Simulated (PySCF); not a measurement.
# Property card for `C#C/C(C=O)=C/CC=C`

Compound: C8H8O.
SMILES with atom numbers: `[CH:1]#[C:2]/[C:3]([CH:4]=[O:5])=[CH:6]/[CH2:7][CH:8]=[CH2:9]` (hydrogens: H10 on C1; H11 on C4; H12 on C6; H13, H14 on C7; H15 on C8; H16, H17 on C9)

Some functional groups and rings: aldehyde, alkyne and C=C double bond.

From GFN2-xTB geometry:

| Property | Result |
| --- | --- |
| Point group of the GFN2-xTB geometry | C1 |
| Rotational constants A, B, C of the GFN2-xTB geometry | 2.750, 0.893, 0.695 GHz |

**CAM-B3LYP/def2-SVPD ground state and vertical TDDFT (core frozen in the response) (PySCF)**

| Item | Value |
| --- | --- |
| Dipole moment | 2.26 D |
| HOMO energy | -8.53 eV |
| LUMO energy | -1.16 eV |
| HOMO–LUMO gap | 7.37 eV |
| Lowest singlet excitation | 3.66 eV (338 nm, f = 0.000) |
| Strongest line among the 8 lowest singlet transitions | S2 at 4.75 eV (261 nm, f = 0.237) |
| Lowest triplet excitation (Tamm–Dancoff) | 2.86 eV |
| Static isotropic polarisability | 100.7 au |
| Electronic spatial extent ⟨r²⟩ about the centre of nuclear charge | 1590 bohr² |

Monoisotopic mass (most abundant isotopes): 120.0575 u.

The dipole matches unit charges of opposite sign 0.47 Å apart (1 e·Å = 4.8032 D). The polarisability is 14.92 Å³ as a volume (1 au = 0.148185 Å³), or 1.57 au for each of the 64 electrons. With B = h/(8π²I), that is 505.379 GHz u Å² over I, the principal moments of inertia are 183.8, 565.9 and 726.8 u Å² (most abundant isotopes); the inertial defect Ic − Ia − Ib is -22.9 u Å² (zero for a rigid planar frame, negative otherwise). The vertical singlet–triplet gap S1 − T1 is 0.80 eV (TDDFT singlet less Tamm–Dancoff triplet; S1: HOMO−1→LUMO, weight 0.74; T1: HOMO→LUMO, weight 0.87). The principal polarisabilities are 66.8, 91.3 and 144.0 au; their mean is the isotropic value. S1 lies 3.71 eV below the HOMO–LUMO gap; its leading configuration is HOMO−1→LUMO, weight 0.74. The largest Löwdin shares of the HOMO are 0.24 on C1, 0.19 on C2, 0.17 on C6 and 0.17 on C3. No computed singlet falls in the visible range (750 to 380 nm, 1.65 to 3.26 eV); S1 lies 0.40 eV above its blue end.

Geometry: GFN2-xTB, one conformer, isolated molecule.

For the TDDFT job (CAM-B3LYP/def2-SVPD), hardware: one thread, Arm Neoverse V2, on a shared host. Cost: 67 s of wall time.

Shape of the structure used: `[CH:1]#[C:2]/[C:3]([CH:4]=[O:5])=[CH:6]/[CH2:7][CH:8]=[CH2:9]`: C2–C3–C4–O5 -177°, C3–C6–C7–C8 173°, C6–C7–C8–C9 -126°.
